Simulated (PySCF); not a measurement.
BH3N, SMILES [BH]N (connectivity only; charge and spin as stated), charge +1, multiplicity 1. Heavy atoms are numbered as in [BH:1][NH2:2]. Hydrogens are named by the atom that carries them.

Geometry: TPSSh-D3(BJ)/def2-TZVP. The multiplicity is an assumed one; other spin states were not compared. The isomer is the one that the SMILES or the coordinates give; other isomers of the formula were not compared.

Calculation: PBE0/pcSseg-2 in PySCF.

GIAO shieldings, no solvent; atoms alike by connectivity are averaged. δ = σ(ref) − σ: ¹¹B against BF3 (σ = 88.8 ppm); ¹⁵N against NH3 (σ = 263.3 ppm); ¹H against TMS (σ = 31.54 ppm), references at their B3LYP-D3(BJ)/def2-TZVP geometries, non-relativistic.

```
nucleus     atoms  count  δ (ppm)
-------  --------  -----  -------
¹¹B       B1 (BH)      1     45.5
¹⁵N      N2 (NH2)      1     91.2
¹H        H on N2      2     6.86
¹H        H on B1      1     5.84
```
